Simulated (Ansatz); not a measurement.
## How methods differ on SiF3 (trifluorosilyl)

SiF3 has 4 atoms, charge 0, and is taken as a doublet. As SMILES, `F[Si](F)F`. The shape is that of a GFN2-xTB optimisation.

```
atom    x (Å)    y (Å)    z (Å)
   F   0.7879  -0.5090   1.1190
  Si  -0.3252   0.2440   0.2689
   F  -0.9627  -0.8891  -0.6469
   F   0.5001   1.1540  -0.7410
```

Quantity: the energy change with the F1–Si2 bond stretched from 1.590 to 1.988 Å, in eV. The values are calculated.

| level | kind | program | value (eV) | less FCI/STO-3G | CPU time (all runs) |
| --- | --- | --- | --- | --- | --- |
| U-revPBE/STO-3G | GGA | Ansatz | 0.61 | -0.28 | 1.5 s |
| UBLYP/STO-3G | GGA | Ansatz | 0.63 | -0.26 | 1.5 s |
| U-r2SCAN0/STO-3G | hybrid meta-GGA | Ansatz | 1.10 | +0.21 | 3.9 s |
| UBHLYP/STO-3G | global hybrid | Ansatz | 1.18 | +0.29 | 1.6 s |
| UHSE06/STO-3G | range-separated hybrid | Ansatz | 0.98 | +0.09 | 1.9 s |
| UMP2/STO-3G | perturbation theory | Ansatz | 1.34 | +0.45 | 0.23 s |
| UBCCD(T)/STO-3G | coupled cluster or CI | Ansatz | 0.92 | +0.03 | 0.56 s |
| FCI/STO-3G | exact in the basis | Ansatz | 0.89 | 0.00 | 6.1 s |

FCI/STO-3G is exact within its basis and frozen core, so for wave-function methods in that basis the difference is their error; functionals converge differently with the basis, so for them it is only a difference. The first shape isn't each level's own minimum. The values span 0.61 to 1.34 eV. Spin contamination of the reference (⟨S²⟩ at least 0.1 too high) touches UMP2/STO-3G, UBCCD(T)/STO-3G. All rows use very small basis sets, so even the best lies far from the true value. CPU times are rough (shared hosts, several kinds of processor): they show what a rung costs within a factor of a few.
